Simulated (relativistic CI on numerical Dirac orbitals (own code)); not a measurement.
# Line list: Electric-dipole lines, Se³⁺

Calculated at this level of theory: Dirac-Coulomb-Breit CI, KLI orbitals optimised for each configuration, a model potential for QED, valence Slater integrals scaled by 0.85, P86 correlation estimate, and configurations built on the next ion tied to the tabulated ionisation energy (semi-empirical) (own radial code, finite nucleus).

CI space (outside the closed core [Ar] 3d10): 4s2 4p, 4s2 4d, 4s2 5s, 4s2 5p, 4s2 5d, 4s2 6s, 4s2 4f, 4s2 5f, 4s 4p2, 4p3, 4s 4p 4d, 4s 4p 4f, 4p 4d2, 4s2 6p, 4s 4p 5s, 4s2 5g, 4p2 4d, 4s2 6d, 4s2 6f, 4s 4p 5p, 4s 4d2, 4p 4f2, 4s 4p 5d, 4s 4p 6s. Levels of other configurations are missing.

```csv
λ vac (Å),Lower,Upper,A (s⁻¹),log gf,S velocity/length
360.21,4s2 4p 2P°_1/2 [1],4s2 6d 2D_3/2 [57],5.11e+08,-1.40,0.62
365.78,4s2 4p 2P°_3/2 [2],4s2 6d 2D_5/2 [56],5.80e+08,-1.16,0.55
413.53,4s2 4p 2P°_1/2 [1],4s2 6s 2S_1/2 [36],1.02e+09,-1.28,0.71
419.35,4s2 4p 2P°_1/2 [1],4s2 5d 2D_3/2 [34],1.70e+09,-0.75,0.80
420.85,4s2 4p 2P°_3/2 [2],4s2 6s 2S_1/2 [36],2.09e+09,-0.95,0.72
426.64,4s2 4p 2P°_3/2 [2],4s2 5d 2D_5/2 [35],1.90e+09,-0.51,0.79
426.88,4s2 4p 2P°_3/2 [2],4s2 5d 2D_3/2 [34],3.13e+08,-1.47,0.79
635.25,4s2 4p 2P°_1/2 [1],4s2 5s 2S_1/2 [13],2.03e+09,-0.61,0.83
652.69,4s2 4p 2P°_3/2 [2],4s2 5s 2S_1/2 [13],4.35e+09,-0.26,0.83
668.58,4s2 4d 2D_3/2 [11],4s2 6f 2F°_5/2 [78],4.34e+09,0.24,0.84
670.18,4s2 4p 2P°_1/2 [1],4s2 4d 2D_3/2 [11],1.00e+10,0.43,1.00
670.47,4s2 4d 2D_5/2 [12],4s2 6f 2F°_7/2 [77],4.43e+09,0.38,0.84
688.06,4s2 4p 2P°_3/2 [2],4s2 4d 2D_5/2 [12],1.21e+10,0.71,1.00
689.62,4s2 4p 2P°_3/2 [2],4s2 4d 2D_3/2 [11],2.66e+09,-0.12,0.99
837.26,4s2 4d 2D_3/2 [11],4s2 5f 2F°_5/2 [51],2.08e+09,0.12,1.01
841.06,4s2 4d 2D_5/2 [12],4s2 5f 2F°_7/2 [50],2.40e+09,0.31,1.00
1979.8,4s2 5p 2P°_3/2 [15],4s2 6s 2S_1/2 [36],8.38e+08,-0.01,0.95
2070.3,4s2 5p 2P°_1/2 [14],4s2 5d 2D_3/2 [34],9.09e+08,0.37,0.96
2114.7,4s2 5p 2P°_3/2 [15],4s2 5d 2D_5/2 [35],1.05e+09,0.63,0.96
2950.7,4s2 5s 2S_1/2 [13],4s2 5p 2P°_3/2 [15],2.97e+08,0.19,0.90
```

Terms are leading LS components. Brackets give the number of a level in order of energy, since labels repeat. The list gives strong lines, with weight on those to low levels, without configurations that were not tied to measured data, among the lowest 129 of 295 levels, so that lines to higher ones, which can be the strongest, are missing, and without lines across small gaps between configurations, and without 20 lines that miss the measured interval by over 3.5 %, start from a term whose rates miss tabulated ones by over 60 %, have gauges far apart or, lacking measured levels, span too small a gap for the errors found; lines with a level outside our table were not tested and can miss by more. Levels whose partners in the same complex of configurations lie outside the list can be far off, and so can their lines. Rates are taken at the computed energies, electric ones in the length gauge. A velocity-to-length ratio far from 1 marks an uncertain rate.

Configurations that consist of the next ion and one excited electron were tied to the tabulated ionisation energy; Rydberg ones are usually within 1,000 to 3,000 cm⁻¹ and the lowest ones within about 6,000 (9,000 in d shells), while levels on excited terms of the next ion carry the error of that term, and the other configurations can be misplaced by 10,000 cm⁻¹ or more. Rates follow the energies as ν³ (E1, M1) or ν⁵ (E2), so rates, branching and lifetimes can be off by large factors. The fine structure of a lone outer electron comes out too small, for d and f at times inverted, and misplaced configurations move strength between like terms. 16 of the 16 excited levels that our extract of the measured tables holds in this range could be paired (the sources list more); they are missed by 1312 cm⁻¹ on average and 4063 at most, and levels without a partner can miss by more.

LS names give the leading component of a level, which can be under half, so a name can repeat, a term be missing and a line seem to break the LS rules.
